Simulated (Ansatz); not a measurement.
```yaml
crystal:
  periodic: [false, false, false]
  atoms:
    - {symbol: O, position_ang: [-0.285624, 1.143601, 2.128519]}
    - {symbol: Al, position_ang: [0.986676, 0.103490, 1.020772]}
    - {symbol: O, position_ang: [0.721423, -0.281630, -0.558466]}
    - {symbol: C, position_ang: [-0.476164, -0.658424, -1.295611]}
    - {symbol: F, position_ang: [-1.164712, -0.053302, -0.511779]}
    - {symbol: H, position_ang: [-1.323022, 0.819628, 1.566309]}
    - {symbol: H, position_ang: [2.422336, 0.385738, 1.098772]}
    - {symbol: H, position_ang: [-0.659420, -1.806766, -1.386874]}
    - {symbol: H, position_ang: [-0.600202, -0.090588, -2.272161]}
basis:
  gaussian: {orbitals: def2-SVPD}
hamiltonian: {xc: {name: LC-wPBE}}
```

```sh
$ ansatz run in.yaml --threads 2 --pin off --events-out ev --progress --plain --max-ram 4352MiB
```

Shortened log:

```
Functional definition: LC-wPBE
1209 factors; their error is unknown
596 factors; integrals over basis functions are off by at most 2.6e-5 eV
mean field evaluation 1: about -14484.8764 eV, gradient 7.2e1 eV
mean field evaluation 2: about -14477.7366 eV, gradient 9.6e1 eV
mean field evaluation 4: about -14494.3655 eV, gradient 5.0e0 eV
mean field evaluation 8: about -14494.3360 eV, gradient 2.0e-1 eV
mean field evaluation 16: about -14494.3361 eV, gradient 5.1e-5 eV
mean field -14494.33609355 eV, -532.6570268242 hartree, gradient 5.2e-5 eV, S^2 0.000000; 0 other end points of the search recorded, 0 dependent functions left out
reference -14494.33609356 eV, -532.6570268245 hartree; 24, 24 occupied and 121, 121 virtual orbitals, 1209 factors
Total energy: -14494.33609356 eV, -532.6570268245 hartree
```

It took 2.4 s on 2 threads of an Arm Neoverse V2 on a shared host, with 0.45 GiB of host memory at the peak.
